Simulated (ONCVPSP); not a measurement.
**Building the ONCV potential for Zn (Z = 30) (PBE, fully relativistic).**

Input for ONCVPSP 4.0.1:

```
# ATOM AND REFERENCE CONFIGURATION
# atsym  z   nc   nv     iexc    psfile
  Zn 30.00    3    4        4      upf
#
#   n    l    f
    1    0    2.00
    2    0    2.00
    2    1    6.00
    3    0    2.00
    3    1    6.00
    3    2   10.00
    4    0    2.00
#
# PSEUDOPOTENTIAL AND OPTIMIZATION
# lmax
    2
#
#   l,   rc,      ep,       ncon, nbas, qcut
    0    0.95    0.00    4    7   12.80
    1    0.85    0.00    4    7   19.90
    2    1.30    0.00    3    7   14.20
#
# LOCAL POTENTIAL
# lloc, lpopt,  rc(5),   dvloc0
    4    2    0.55    0.00
#
# VANDERBILT-KLEINMAN-BYLANDER PROJECTORs
# l, nproj, debl
    0    2    3.10
    1    2    1.50
    2    2    3.60
#
# MODEL CORE CHARGE
# icmod, fcfact, rcfact
    3    1.75    1.10
#
# LOG DERIVATIVE ANALYSIS
# epsh1, epsh2, depsh
   -6.00    5.00    0.04
#
# OUTPUT GRID
# rlmax, drl
    6.00    0.01
#
# TEST CONFIGURATIONS
# ncnf
    4
# nvcnf
#   n    l    f
    4
    3    0    2.00
    3    1    6.00
    3    2   10.00
    4    0    1.00
#
    4
    3    0    2.00
    3    1    6.00
    3    2   10.00
    4    0    0.00
#
    4
    3    0    2.00
    3    1    6.00
    3    2    9.00
    4    0    0.00
#
    5
    3    0    2.00
    3    1    6.00
    3    2   10.00
    4    0    0.00
    4    1    2.00
#
```

Command:

```bash
oncvpspr.x < Zn.dat > Zn.out
```

Output (shortened: citation, most of the input echo, consistency checks and plot data are left out):

```
ONCVPSP  (Optimized Norm-Conservinng Vanderbilt PSeudopotential)
relativistic version 4.0.1

#   n    l    f        energy (Ha)
    1    0    2.00    -3.4997014D+02
    2    0    2.00    -4.2552381D+01
    2    1    6.00    -3.6595043D+01    -3.7472342D+01
    3    0    2.00    -4.7478193D+00
    3    1    6.00    -3.0273315D+00    -3.1399494D+00
    3    2   10.00    -3.6741310D-01    -3.8051470D-01
    4    0    2.00    -2.1970460D-01

Reference configufation results
  iterations    32
  all-electron total energy (Ha)   -1.79608415D+03

Begin loop to  construct optimized pseudo wave functions
and semi-local pseudopoentials for all angular momenta

Calculating optimized projector #   1

 for l=   0

    Fraction of norm inside rc  0.859416
    Optimizing pswf for qcut=  12.80 a_B^-1,  ecut=  81.93 Ha
    Residual kinetic energy error=  7.63D-06 Ha

    Energy error per electron        Cutoff
         Ha          eV             Ha
         0.01000     0.27211       50.15
         0.00100     0.02721       62.36
         0.00010     0.00272       72.00
         0.00001     0.00027       81.80

Calculating optimized projector #   2

 for l=   0

    Fraction of norm inside rc  0.025759
    Optimizing pswf for qcut=  12.80 a_B^-1,  ecut=  81.93 Ha
    Residual kinetic energy error=  2.30D-06 Ha

    Energy error per electron        Cutoff
         Ha          eV             Ha
         0.01000     0.27211       33.10
         0.00100     0.02721       52.21
         0.00010     0.00272       65.65
         0.00001     0.00027       75.75

WARNING wellstate: negative energy specified for n= 4 l=  1
WARNING scattering state with energy  0.25000000
WARNING will be used for the first projector

   Wellstate for l =  1  n =  4 kap= -2
     eigenvalue =   0.2500
     asymptotic potential =   0.7500
     half-point radius =  3.1843

Calculating optimized projector #   1

 for l=   1

    Fraction of norm inside rc  0.725391
    Optimizing pswf for qcut=  19.89 a_B^-1,  ecut= 197.80 Ha
    Residual kinetic energy error=  7.73D-08 Ha

    Energy error per electron        Cutoff
         Ha          eV             Ha
         0.01000     0.27211       64.47
         0.00100     0.02721      104.67
         0.00010     0.00272      132.05
         0.00001     0.00027      154.64

Calculating optimized projector #   2

 for l=   1

    Fraction of norm inside rc  0.035223
    Optimizing pswf for qcut=  19.89 a_B^-1,  ecut= 197.80 Ha
    Residual kinetic energy error=  2.76D-09 Ha

    Energy error per electron        Cutoff
         Ha          eV             Ha
         0.01000     0.27211       27.64
         0.00100     0.02721       63.11
         0.00010     0.00272      104.91
         0.00001     0.00027      131.68

   Wellstate for l =  1  n =  4 kap=  1
     eigenvalue =  -1.6399

Calculating optimized projector #   1

 for l=   1

    Fraction of norm inside rc  0.738281
    Optimizing pswf for qcut=  19.89 a_B^-1,  ecut= 197.80 Ha
    Residual kinetic energy error=  7.88D-08 Ha

    Energy error per electron        Cutoff
         Ha          eV             Ha
         0.01000     0.27211       59.67
         0.00100     0.02721      104.16
         0.00010     0.00272      131.94
         0.00001     0.00027      154.67

Calculating optimized projector #   2

 for l=   1

    Fraction of norm inside rc  0.034615
    Optimizing pswf for qcut=  19.89 a_B^-1,  ecut= 197.80 Ha
    Residual kinetic energy error=  2.90D-09 Ha

    Energy error per electron        Cutoff
         Ha          eV             Ha
         0.01000     0.27211       28.42
         0.00100     0.02721       49.63
         0.00010     0.00272      104.65
         0.00001     0.00027      131.92

   Wellstate for l =  2  n =  5 kap= -3
     eigenvalue =   3.2326
     asymptotic potential =   3.7326
     half-point radius =  2.7287

Calculating optimized projector #   1

 for l=   2

    Fraction of norm inside rc  0.817460
    Optimizing pswf for qcut=  14.19 a_B^-1,  ecut= 100.71 Ha
    Residual kinetic energy error=  3.02D-07 Ha

    Energy error per electron        Cutoff
         Ha          eV             Ha
         0.01000     0.27211       58.98
         0.00100     0.02721       70.24
         0.00010     0.00272       79.59
         0.00001     0.00027       86.83

Calculating optimized projector #   2

 for l=   2

    Fraction of norm inside rc  0.108031
    Optimizing pswf for qcut=  14.19 a_B^-1,  ecut= 100.71 Ha
    Residual kinetic energy error=  1.32D-07 Ha

    Energy error per electron        Cutoff
         Ha          eV             Ha
         0.01000     0.27211       57.89
         0.00100     0.02721       70.81
         0.00010     0.00272       80.90
         0.00001     0.00027       88.63

   Wellstate for l =  2  n =  5 kap=  2
     eigenvalue =   3.2195

Calculating optimized projector #   1

 for l=   2

    Fraction of norm inside rc  0.822079
    Optimizing pswf for qcut=  14.19 a_B^-1,  ecut= 100.71 Ha
    Residual kinetic energy error=  2.68D-07 Ha

    Energy error per electron        Cutoff
         Ha          eV             Ha
         0.01000     0.27211       59.09
         0.00100     0.02721       70.33
         0.00010     0.00272       79.64
         0.00001     0.00027       86.85

Calculating optimized projector #   2

 for l=   2

    Fraction of norm inside rc  0.108621
    Optimizing pswf for qcut=  14.19 a_B^-1,  ecut= 100.71 Ha
    Residual kinetic energy error=  1.35D-07 Ha

    Energy error per electron        Cutoff
         Ha          eV             Ha
         0.01000     0.27211       57.99
         0.00100     0.02721       70.90
         0.00010     0.00272       80.97
         0.00001     0.00027       88.69

Construct Vanderbilt / Kleinmman-Bylander projectors

B matrix Hermiticity error, ll=  0  kap= -1
   1   2    5.7798D-04

  Orthonormal projector coefficients  2.6964E+01  4.7100E+00

B matrix Hermiticity error, ll=  1  kap= -2
   1   2    4.4718D-04

  Orthonormal projector coefficients  1.1424E+01  1.8344E+00

B matrix Hermiticity error, ll=  1  kap=  1
   1   2    4.6698D-04

  Orthonormal projector coefficients  1.1049E+01  1.8860E+00

B matrix Hermiticity error, ll=  2  kap= -3
   1   2   -4.1688D-04

  Orthonormal projector coefficients -6.3340E+00 -3.2330E+00

B matrix Hermiticity error, ll=  2  kap=  2
   1   2   -4.2058D-04

  Orthonormal projector coefficients -6.3817E+00 -3.2532E+00

 Orthonormal scalar projector coefficients, l =  1
  1.1297E+01  1.8526E+00  9.7013E-04  1.0561E-06

 Orthonormal spin-orbit projector coefficients, l =  1
  3.4404E-01 -1.6195E-01  3.3404E-02 -4.6082E-05

 Orthonormal scalar projector coefficients, l =  2
 -6.3531E+00 -3.2411E+00 -6.6764E-06 -6.3260E-07

 Orthonormal spin-orbit projector coefficients, l =  2
  1.9762E-02  9.0092E-03 -1.4652E-03 -1.4817E-04

Model core correction analysis
  based on d2Exc/dn_idn_j

d2excae - all-electron derivatives

   -3.303369D-02   -3.067037D-02   -2.256900D-02   -1.378909D-03
   -3.067043D-02   -2.972307D-02   -2.231779D-02   -1.650909D-03
   -2.256911D-02   -2.231785D-02   -2.099543D-02   -5.014703D-03
   -1.378861D-03   -1.650801D-03   -5.014003D-03   -2.881140D-02

d2excps - pseudofunction derivatives with no core correction

   -4.562931D-02   -4.250663D-02   -3.221848D-02   -2.024501D-03
   -4.250680D-02   -4.062041D-02   -3.196931D-02   -2.300755D-03
   -3.221879D-02   -3.196946D-02   -2.852303D-02   -6.122621D-03
   -2.024275D-03   -2.300516D-03   -6.121401D-03   -3.285260D-02

rms 2nd derivative error    7.934340E-03

rmatch, rhocmatch    0.3444   77.1230

Teter function model core charge with specified parameters

d2excps - pseudofunction derivatives with core correction

   -4.338074D-02   -4.141729D-02   -3.210353D-02   -1.882563D-03
   -4.141736D-02   -4.004801D-02   -3.187043D-02   -2.232307D-03
   -3.210374D-02   -3.187059D-02   -2.845957D-02   -6.116452D-03
   -1.882443D-03   -2.232065D-03   -6.115232D-03   -3.284361D-02

rms 2nd derivative error    7.435408E-03

Pseudoatom total energy -221.909060

Diagnostic tests using Vanderbilt-Kleinman-Bylander pseudopotentials
  relativistic with J = L +/- 1/2 projectors

   l  kap   rcore       rmatch      e in        delta e    norm test   slope test

   0  -1   0.9522510   0.9811634  -4.7478193  -0.0000099   1.0002530   1.0002640
   0  -1   0.9522510   0.9811634  -0.2197046   0.0000126   1.0001114   1.0000936

   1  -2   0.8550427   0.8810036  -3.0273315  -0.0000632   1.0002273   1.0003100
   1   1   0.8550427   0.8810036  -3.1399494   0.0000148   1.0002432   1.0002629
   1  -2   0.8550427   0.8810036   0.2500000   0.0000689   1.0005165   1.0005165
   1   1   0.8550427   0.8810036   0.2415453   0.0000764   1.0005271   1.0005271

   2  -3   1.3075082   1.3472070  -0.3674131  -0.0000106   1.0001251   1.0001543
   2   2   1.3075082   1.3472070  -0.3805147  -0.0000001   1.0001387   1.0001224
   2  -3   1.3075082   1.3472070   3.2325869   0.0000653   1.0002222   1.0002222
   2   2   1.3075082   1.3472070   3.2297606   0.0000751   1.0002212   1.0002212

Diagnostic tests using Vanderbilt-Kleinman-Bylander pseudopotentials
  relativistic with scalar and spin-orbit non-local projectors

   l  kap   rcore       rmatch      e in        delta e    norm test   slope test

   0  -1   0.9522510   0.9811634  -4.7478193  -0.0000099   1.0002530   1.0002640
   0  -1   0.9522510   0.9811634  -0.2197046   0.0000126   1.0001114   1.0000936

   1  -2   0.8550427   0.8810036  -3.0273315  -0.0001897   1.0002282   1.0002677
   1   1   0.8550427   0.8810036  -3.1399494  -0.0001130   1.0002440   1.0002227
   1  -2   0.8550427   0.8810036   0.2500000  -0.0000546   1.0005064   1.0005064
   1   1   0.8550427   0.8810036   0.2415453  -0.0000404   1.0005164   1.0005164

   2  -3   1.3075082   1.3472070  -0.3674131  -0.0000095   1.0001248   1.0001551
   2   2   1.3075082   1.3472070  -0.3805147   0.0000011   1.0001383   1.0001232
   2  -3   1.3075082   1.3472070   3.2325869   0.0000658   1.0002223   1.0002223
   2   2   1.3075082   1.3472070   3.2297606   0.0000756   1.0002214   1.0002214

Ghost test for J = L + 1/2

 Testing for bound ghosts
   n   l    E NL Schr. Eq   E Basis Diag.   E Cutoff

   1   0       -4.747829       -4.747771    208.56
   2   0       -0.219692        0.243692    208.56

   2   1       -3.027395       -3.025976    304.28

   3   2       -0.367424       -0.364837    151.20

 Testing for highly-localized positive-energy ghosts
       l    <radius>/rc     E Basis Diag.   E Cutoff

Ghost test for J = L - 1/2

 Testing for bound ghosts
   n   l    E NL Schr. Eq   E Basis Diag.   E Cutoff

   1   0       -4.747829       -4.747771    208.56
   2   0       -0.219692        0.243692    208.56

   2   1       -3.139935       -3.138735    304.28

   3   2       -0.380515       -0.378094    151.20

 Testing for highly-localized positive-energy ghosts
       l    <radius>/rc     E Basis Diag.   E Cutoff

Test configuration 0

   n   l kap    f        eae           eps        diff
   1   0  -1  2.0000 -349.97014344
   2   0  -1  2.0000  -42.55238118
   2   1  -2  4.0000  -36.59504302
   2   1   1  2.0000  -37.47234239
   3   0  -1  2.0000   -4.74781926   -4.74782911   -9.85E-06
   3   1  -2  4.0000   -3.02733148   -3.02739472   -6.32E-05
   3   1   1  2.0000   -3.13994942   -3.13993463    1.48E-05
   3   2  -3  6.0000   -0.36741310   -0.36742373   -1.06E-05
   3   2   2  4.0000   -0.38051470   -0.38051476   -6.37E-08
   4   0  -1  2.0000   -0.21970460   -0.21969198    1.26E-05

    Total energies and differences
      AE_ref= -1.79608415E+03  AE_tst= -1.79608415E+03  dif=  0.00E+00
      PS_ref= -2.21909060E+02  PS_tst= -2.21909060E+02  dif=  3.01E-12
      PSP excitation error= -3.01E-12

Test configuration 1

   n   l kap    f        eae           eps        diff
   1   0  -1  2.0000 -350.32715661
   2   0  -1  2.0000  -42.90179435
   2   1  -2  4.0000  -36.94505461
   2   1   1  2.0000  -37.82243450
   3   0  -1  2.0000   -5.10308090   -5.10292569    1.55E-04
   3   1  -2  4.0000   -3.38318417   -3.38298549    1.99E-04
   3   1   1  2.0000   -3.49561396   -3.49537630    2.38E-04
   3   2  -3  6.0000   -0.72086928   -0.72117486   -3.06E-04
   3   2   2  4.0000   -0.73406706   -0.73437877   -3.12E-04
   4   0  -1  1.0000   -0.51437573   -0.51424607    1.30E-04

    Total energies and differences
      AE_ref= -1.79608415E+03  AE_tst= -1.79572074E+03  dif=  3.63E-01
      PS_ref= -2.21909060E+02  PS_tst= -2.21545711E+02  dif=  3.63E-01
      PSP excitation error=  6.39E-05

Test configuration 2

   n   l kap    f        eae           eps        diff
   1   0  -1  2.0000 -350.74357910
   2   0  -1  2.0000  -43.30654366
   2   1  -2  4.0000  -37.35071402
   2   1   1  2.0000  -38.22821799
   3   0  -1  2.0000   -5.51511214   -5.51483663    2.76E-04
   3   1  -2  4.0000   -3.79565160   -3.79516935    4.82E-04
   3   1   1  2.0000   -3.90789625   -3.90743422    4.62E-04
   3   2  -3  6.0000   -1.12852395   -1.12929801   -7.74E-04
   3   2   2  4.0000   -1.14186693   -1.14267031   -8.03E-04
   4   0  -1  0.0000   -0.84619131   -0.84619131    0.00E+00

    Total energies and differences
      AE_ref= -1.79608415E+03  AE_tst= -1.79504297E+03  dif=  1.04E+00
      PS_ref= -2.21909060E+02  PS_tst= -2.20868181E+02  dif=  1.04E+00
      PSP excitation error=  2.97E-04

Test configuration 3

   n   l kap    f        eae           eps        diff
   1   0  -1  2.0000 -351.53452120
   2   0  -1  2.0000  -44.11704483
   2   1  -2  4.0000  -38.15939004
   2   1   1  2.0000  -39.03667530
   3   0  -1  2.0000   -6.28548189   -6.28593650   -4.55E-04
   3   1  -2  4.0000   -4.55763305   -4.55800615   -3.73E-04
   3   1   1  2.0000   -4.67193332   -4.67219261   -2.59E-04
   3   2  -3  5.4000   -1.85785621   -1.85625422    1.60E-03
   3   2   2  3.6000   -1.87238289   -1.87072658    1.66E-03
   4   0  -1  0.0000   -1.30660435   -1.30660435    0.00E+00

    Total energies and differences
      AE_ref= -1.79608415E+03  AE_tst= -1.79355339E+03  dif=  2.53E+00
      PS_ref= -2.21909060E+02  PS_tst= -2.19378663E+02  dif=  2.53E+00
      PSP excitation error=  3.61E-04

Test configuration 4

   n   l kap    f        eae           eps        diff
   1   0  -1  2.0000 -350.12195765
   2   0  -1  2.0000  -42.69540753
   2   1  -2  4.0000  -36.73855709
   2   1   1  2.0000  -37.61593476
   3   0  -1  2.0000   -4.89912626   -4.89900626    1.20E-04
   3   1  -2  4.0000   -3.17910394   -3.17891383    1.90E-04
   3   1   1  2.0000   -3.29152275   -3.29131191    2.11E-04
   3   2  -3  6.0000   -0.51525537   -0.51572231   -4.67E-04
   3   2   2  4.0000   -0.52847989   -0.52895962   -4.80E-04
   4   0  -1  0.0000   -0.31205674   -0.84619131   -5.34E-01
   4   1  -2  1.3333   -0.10408740   -0.10406807    1.93E-05
   4   1   1  0.6667   -0.10745798   -0.10742841    2.96E-05

    Total energies and differences
      AE_ref= -1.79608415E+03  AE_tst= -1.79569621E+03  dif=  3.88E-01
      PS_ref= -2.21909060E+02  PS_tst= -2.21521207E+02  dif=  3.88E-01
      PSP excitation error=  9.11E-05
```

The run took about 7.8 s on one core of a shared server CPU.
